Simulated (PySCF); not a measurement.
Spin states and ions at one geometry of [TlI2]+

PySCF 2.14.0, RKS B3LYP, Tl def2-SVP with ECP60, I def2-SVP with ECP28; non-relativistic Hamiltonian with scalar-relativistic core potentials where named; density fitting; no spin-orbit coupling; singlets restricted, open shells unrestricted. The geometry is relaxed for charge +1, singlet, vacuum:

```xyz
3

Tl    0.0000    0.0000    0.0000
I     0.0000    0.0000    2.6607
I     0.0000    0.0000   -2.6607
```

Energies count from the relaxed state; an electron taken off or put on is at rest in vacuum. Charges and spins are Mulliken's.

```
                     state  energy (eV)  spin squared  charge on Tl1 (e)  spin on Tl1 (e)  dipole about the centre of mass (D)
charge +1, singlet, vacuum         0.00          0.00               0.57             0.00                                 0.00
charge +1, triplet, vacuum         1.87          2.01               0.45             0.20                                 0.00
charge +2, doublet, vacuum        14.63          0.76               0.70            -0.05                                 0.00
```

What does the state charge 0, doublet, vacuum give?

energy (eV) -7.46, spin squared 0.75, charge on Tl1 (e) 0.32, spin on Tl1 (e) 0.23, dipole about the centre of mass (D) 0.00.

With an electron taken off (doublet) the charges change, summed by element, by Tl +0.13 e, I +0.87 e. The vertical ionisation energy is 14.63 eV, against −ε(HOMO) = 12.56 eV of the relaxed state. The level lies 2.1 eV too high, as is usual for semilocal functionals and global hybrids, which keep a self-interaction error.

With an electron put on (doublet) the charges change, summed by element, by Tl -0.25 e, I -0.75 e. The vertical electron affinity is 7.46 eV, against −ε(LUMO) = 9.50 eV of the relaxed state.

Open shells may have lower solutions than those found.
